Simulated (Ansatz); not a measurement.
System: NbCl (charge 0, quintet). The spin state was set by rule; other spins were not relaxed. SMILES: [Cl][Nb]
Structure (B3LYP-D3(BJ)/def2-TZVP (Ansatz, a program for electronic structure) minimum search):
```xyz
2

Nb     0.0000     0.0000    -0.6765
Cl     0.0000     0.0000     1.6316
```
Charge 0, spin multiplicity 5.

Parts of the frozen-core correlation energy in def2-SVP (Ansatz, hartree). Frozen orbitals: 9; correlated occupied orbitals by spin: 8 and 4; virtual: 32 and 36. Open shells are spin-unrestricted. Spin-orbit coupling is left out. In def2 rows, elements after Kr have scalar-relativistic effective core potentials.

```csv
term,value
reference (HF),-515.75079
MP2 opposite-spin,-0.11279
MP2 same-spin,[?]
CCSD correlation,[?]
(T),[?]
CCSDT minus CCSD(T),-0.00090
T1 diagnostic,0.031
largest doubles amplitude,0.055
<S^2> of the reference,6.012
```

Task: Some entries are withheld; supply them.

Result: 
- MP2 same-spin, value: -0.06772
- CCSD correlation, value: -0.20033
- (T), value: -0.00551
